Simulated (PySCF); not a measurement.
Two species compared at the same levels of theory.

First species: C7H8N2.
SMILES: `CCC/C(C#N)=C\C#N`

Second species: 9-methyl-9H-fluorene, C14H12.
Structure used (PBE0-D3(BJ)/def2-SVP), in Å, numbered top down from 1:
```
atom  x, y, z in Å
C1    -0.7108   -2.7062   -0.1972
C2    -0.6639   -1.5566    0.8077
C3    -1.8004   -0.5700    0.6617
C4    -3.1703   -0.7992    0.7002
C5    -4.0432    0.2792    0.5342
C6    -3.5481    1.5705    0.3320
C7    -2.1745    1.8064    0.2908
C8    -1.3020    0.7304    0.4548
C9     0.1616    0.6702    0.4557
C10    1.1203    1.6704    0.2939
C11    2.4699    1.3220    0.3369
C12    2.8561   -0.0058    0.5389
C13    1.8965   -1.0083    0.7030
C14    0.5503   -0.6671    0.6629
H15   -0.6981   -2.3185   -1.2268
H16   -1.6236   -3.3069   -0.0676
H17    0.1532   -3.3761   -0.0717
H18   -0.6821   -1.9806    1.8296
H19   -3.5647   -1.8064    0.8593
H20   -5.1227    0.1125    0.5629
H21   -4.2452    2.4022    0.2042
H22   -1.7912    2.8172    0.1315
H23    0.8223    2.7096    0.1347
H24    3.2333    2.0934    0.2105
H25    3.9180   -0.2615    0.5690
H26    2.2062   -2.0448    0.8618
```

Levels: wB97X-D/def2-SVPD for dipole moment, HOMO energy, LUMO energy, HOMO–LUMO gap, static isotropic polarisability and electronic spatial extent ⟨r²⟩ about the centre of nuclear charge; TDDFT wB97X-D/def2-SVPD for lowest singlet excitation; PBE0-D3(BJ)/def2-SVP for rotational constant A and rotational constant C. Geometries: PBE0-D3(BJ)/def2-SVP. All species are isolated and taken at one optimised geometry, non-relativistic unless stated; the electronic structure was computed with PySCF and density fitting.

Dipoles, sizes and rotational constants follow the conformer. The torsions of the flexible species, by atom-mapped SMILES:
- `[CH3:1][CH2:2][CH2:3]/[C:4]([C:5]#[N:6])=[CH:7]\[C:8]#[N:9]`: C1–C2–C3–C4 -179°, C2–C3–C4–C5 66°

```
                                                         property    column X    column Y
                                                    dipole moment      0.58 D      1.44 D
                                                      HOMO energy    -7.95 eV   -10.25 eV
                                                      LUMO energy     0.61 eV    -1.15 eV
                                                    HOMO–LUMO gap     8.56 eV     9.10 eV
                                        lowest singlet excitation     4.80 eV     5.45 eV
                                  static isotropic polarisability    161.6 au     95.9 au
electronic spatial extent ⟨r²⟩ about the centre of nuclear charge  2645 bohr²  1486 bohr²
                                            rotational constant A   1.395 GHz   1.618 GHz
                                            rotational constant C   0.419 GHz   0.745 GHz
```

(1) Which column belongs to which species?

(2) How does each property change from the first species to the second?

Answers

(1) Column X is the second species and column Y the first. The first has 17 atoms and 64 electrons, the second 26 and 96.

(2) dipole moment -0.86 D; HOMO energy +2.30 eV; LUMO energy +1.76 eV; HOMO–LUMO gap -0.54 eV; lowest singlet excitation -0.65 eV; static isotropic polarisability +65.7 au; electronic spatial extent ⟨r²⟩ about the centre of nuclear charge +1159 bohr²; rotational constant A -0.223 GHz; rotational constant C -0.326 GHz.

On the first: The polarisability is 14.21 Å³ as a volume (1 au = 0.148185 Å³), or 1.50 au for each of the 64 electrons.

On the second: The polarisability is 23.95 Å³ as a volume (1 au = 0.148185 Å³), or 1.68 au for each of the 96 electrons. In wavenumbers S1 is 38700 cm⁻¹ (1 eV = 8065.54 cm⁻¹).
